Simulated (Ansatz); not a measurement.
Ansatz (a first-principles code) job for Cd(I)(SeH) (CdHISe), SMILES [I][Cd][SeH], PBE0/def2-SVPD. The structure is a stationary point at PBE0-D3(BJ)/def2-SVP. The structure was generated by enumeration; whether it is a known compound was not checked. The def2 effective core potentials stand for the cores of Cd, I; spin–orbit coupling is left out. The values are those of a single conformer.

Ansatz 0.2 input:
```yaml
crystal:
  periodic: [false, false, false]
  atoms:
    - {symbol: Cd, position_ang: [-0.01043114, -0.38020427, -0.00000000]}
    - {symbol: I, position_ang: [0.00480830, 2.21884382, 0.00000000]}
    - {symbol: Se, position_ang: [-0.03505087, -2.83738318, 0.00000000]}
    - {symbol: H, position_ang: [1.43758444, -2.87788945, 0.00000000]}
basis:
  gaussian:
    orbitals: def2-SVPD
hamiltonian:
  xc: {name: PBE0}
```

Output:

```
Functional definition: PBE0
integrals: 0.09 GiB planned
1246 factors; integrals over basis functions are off by at most 1.1e-3 eV
mean field: 0.69 GiB planned
mean field evaluation 1: about -78016.4089 eV, gradient 2.2e1 eV
mean field evaluation 2: about -78015.0850 eV, gradient 3.2e1 eV
mean field evaluation 4: about -78017.9358 eV, gradient 5.5e-1 eV
mean field evaluation 8: about -78018.0210 eV, gradient 1.2e-1 eV
mean field evaluation 16: about -78018.0211 eV, gradient 4.3e-5 eV
mean field -78018.02109361 eV, -2867.1093926760 hartree, gradient 4.3e-5 eV, S^2 0.000000; 0 other end points of the search recorded, 0 dependent functions left out
reference -78018.02114158 eV, -2867.1093944389 hartree; 40, 40 occupied and 78, 78 virtual orbitals, 1246 factors
Total energy: -78018.02114158 eV, -2867.1093944389 hartree
```

The calculation finished and met its thresholds.

Cost: about 7 core-seconds (a rough figure).
